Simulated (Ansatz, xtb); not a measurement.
Two structures of NOSi2−

Structure I is a singlet given by its coordinates and structure II is `O=[Si-]N=[Si]`, a singlet. Both are isolated ions in the gas phase, relaxed with r2SCAN-D4/def2-SVPD; the shapes shown needn't be the lowest conformers.

I (Å):

```xyz
4

N     0.4086   -1.2277    1.0679
O     1.5203   -3.4795    1.3851
Si    0.0276   -2.8582    0.6528
Si    1.8710   -1.7878    1.7914
```

Close contacts (Å): N1–Si3 1.73, N1–Si4 1.73, O2–Si3 1.77, O2–Si4 1.77, Si3–Si4 2.42.

II (Å):

```csv
atom,x (Å),y (Å),z (Å)
N,-0.0761,0.5713,-0.6479
O,-0.2079,1.4463,-3.3004
Si,-0.9502,1.5722,-1.9023
Si,0.4127,-0.1705,0.6718
```

Quicker runs give these differences E(II) − E(I): GFN2-xTB −28.1 kJ/mol; HF/STO-3G +141.4 kJ/mol (at GFN2-xTB geometries); r2SCAN-D4/def2-SVPD//GFN2-xTB +67.3 kJ/mol.

Q: Estimate which is lower in electronic energy at CCSD(T)/def2-SVPD + ΔMP2/def2-TZVPPD, and by roughly how much.

A: The CCSD(T)/def2-SVPD + ΔMP2/def2-TZVPPD calculation puts structure I lower, by 69.1 kJ/mol.

The same difference at several levels:

```json
{"level": "GFN2-xTB", "geometry": "GFN2-xTB", "E(II) − E(I) (kJ/mol)": "−28.1", "departure from the last row (kJ/mol)": "−97.2", "job, with rough time for the two": "optimisation, 0.29 s"}
{"level": "HF/STO-3G", "geometry": "GFN2-xTB", "E(II) − E(I) (kJ/mol)": "+141.4", "departure from the last row (kJ/mol)": "+72.3", "job, with rough time for the two": "single point, 0.78 s"}
{"level": "r2SCAN-D4/def2-SVPD//GFN2-xTB", "geometry": "GFN2-xTB", "E(II) − E(I) (kJ/mol)": "+67.3", "departure from the last row (kJ/mol)": "−1.8", "job, with rough time for the two": "single point, 7.5 s"}
{"level": "r2SCAN-D4/def2-SVPD", "geometry": "r2SCAN-D4/def2-SVPD", "E(II) − E(I) (kJ/mol)": "+61.4", "departure from the last row (kJ/mol)": "−7.7", "job, with rough time for the two": "optimisation, 58 s"}
{"level": "HF/def2-SVPD", "geometry": "r2SCAN-D4/def2-SVPD", "E(II) − E(I) (kJ/mol)": "+94.6", "departure from the last row (kJ/mol)": "+25.4", "job, with rough time for the two": "part of the CCSD(T) run"}
{"level": "MP2/def2-SVPD", "geometry": "r2SCAN-D4/def2-SVPD", "E(II) − E(I) (kJ/mol)": "+35.7", "departure from the last row (kJ/mol)": "−33.5", "job, with rough time for the two": "part of the CCSD(T) run"}
{"level": "CCSD(T)/def2-SVPD", "geometry": "r2SCAN-D4/def2-SVPD", "E(II) − E(I) (kJ/mol)": "+44.1", "departure from the last row (kJ/mol)": "−25.1", "job, with rough time for the two": "single point"}
{"level": "CCSD(T)/def2-SVPD + ΔMP2/def2-TZVPPD", "geometry": "r2SCAN-D4/def2-SVPD", "E(II) − E(I) (kJ/mol)": "+69.1", "departure from the last row (kJ/mol)": "", "job, with rough time for the two": "single point, 41 s"}
```

GFN2-xTB puts the two in the other order. The largest departure from CCSD(T)/def2-SVPD + ΔMP2/def2-TZVPPD is that of GFN2-xTB, 97.2 kJ/mol. The last row adds to CCSD(T) the change of the MP2 difference between the two basis sets, here +25.1 kJ/mol, a large step that makes the value less sure.

With harmonic frequencies from r2SCAN-D4/def2-SVPD (ideal gas, rigid rotor, one conformer each, 298.15 K, 1 atm): on the last row, ΔE + ΔZPE = +67.5, ΔH = +69.5, ΔG = +62.0 kJ/mol.

The T1 diagnostic of structures I and II is large, so the coupled-cluster value is less sure. The correlated steps freeze 12 core orbitals. Codes used: Ansatz 0.2.0, xtb 6.7.1; the last row on 1 thread of Intel(R) Xeon(R) Processor @ 2.50GHz (Skylake/Cascade Lake) on a shared host.
